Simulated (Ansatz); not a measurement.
Basis-set extrapolation for `C/N=C\[SiH2]S` (PBE0-D4/def2-TZVP geometry, frozen core, the Gaussian-basis code of Ansatz). Multiplicity 1, RHF reference.

```csv
,def2-TZVPP,def2-QZVPP
HF,-820.794478,-820.820878
MP2 correlation,-0.837377,-0.897752
CCSD(T) correlation,-0.933875,not run
```

Energies in hartree. Use E(X) = E(∞) + A·exp(−7.88·√X) for Hartree–Fock and E(X) = E(∞) + B·X^(−2.97) for correlation, with X = 3 and 4, and add CCSD(T) minus MP2 of the smaller set to the MP2 limit.

What is the CCSD(T) energy at the basis-set limit?

HF limit: -820.820878 + (-0.026400) × 0.13774 = -820.82451. MP2 limit: -0.897752 + (-0.060375) × 0.74074 = -0.94247. Higher-order term: -0.933875 − (-0.837377) = -0.09650. Total: -821.86348 hartree, 354.8 kJ/mol below CCSD(T)/def2-TZVPP.
